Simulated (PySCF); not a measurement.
# Polarisability and C₆ of V²⁺ (vanadium, charge +2)

[Ar] 3d3, high-spin 4F determinant. Computed with PySCF 2.14 in aug-cc-pwCVTZ-DK, with scalar relativity by spin-free X2C-1e. Coupled (time-dependent) response in atomic units; α is the mean over directions.

| method | mean α (bohr³) | C₆ (like pair) | S(−4) |
| --- | --- | --- | --- |
| B97-3 | 4.550 | 13.78 | 14.09 |

S(−4) is the Cauchy moment in α(ω) = α(0) + S(−4) ω² + …

α(iu) at B97-3:

```json
{"u (hartree)": "0", "α(iu) (bohr³)": "4.550"}
{"u (hartree)": "0.0500", "α(iu) (bohr³)": "4.515"}
{"u (hartree)": "0.100", "α(iu) (bohr³)": "4.417"}
{"u (hartree)": "0.200", "α(iu) (bohr³)": "4.095"}
{"u (hartree)": "0.300", "α(iu) (bohr³)": "3.717"}
{"u (hartree)": "0.500", "α(iu) (bohr³)": "3.053"}
{"u (hartree)": "0.750", "α(iu) (bohr³)": "2.459"}
{"u (hartree)": "1.00", "α(iu) (bohr³)": "2.033"}
{"u (hartree)": "1.50", "α(iu) (bohr³)": "1.453"}
{"u (hartree)": "2.00", "α(iu) (bohr³)": "1.080"}
{"u (hartree)": "3.00", "α(iu) (bohr³)": "0.6521"}
{"u (hartree)": "5.00", "α(iu) (bohr³)": "0.3093"}
```

A single London oscillator, α(iu) = α/(1 + u²/ω²), gives C₆ = (3/4) ω α². Matching the computed C₆ needs ω = 4 × 13.78 / (3 × 4.550²) = 0.887 hartree.

For an ion, C₆ is the dispersion term alone; charge-induced terms of lower order in 1/R come first.
